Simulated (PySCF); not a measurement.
**Mn (manganese, neutral) across methods**

[Ar] 3d4 4s2 5s1, high-spin 6D determinant (an excited configuration). All numbers are calculated (PySCF 2.14, the spin-free X2C one-electron Hamiltonian (Gaussian nucleus), in aug-cc-pwCVTZ-DK with one added diffuse shell each of s, p, d, f, g type (11s10p8d5f4g, 152 functions)).

```csv
method,E (hartree),mean ε 4s α (eV),mean ε 4s β (eV),mean ε 5s α (eV),Σ⟨r²⟩ (bohr²),⟨S²⟩
r2SCAN,-1158.078,-10.277,-9.331,-1.718,97.87,8.761
PBE0,-1157.910,-10.992,-9.987,-1.998,100.2,8.753
LDA,-1155.680,-10.402,-9.405,-1.698,97.99,8.752
```

(1) Estimate the same row for PBE.

The outer electron is Rydberg-like, and this basis confines it to a smaller radius and binds it less than a complete one would.

Results:

(1) E (hartree) = -1157.882; mean ε 4s α (eV) = -10.159; mean ε 4s β (eV) = -9.165; mean ε 5s α (eV) = -1.732; Σ⟨r²⟩ (bohr²) = 98.38; ⟨S²⟩ = 8.753.
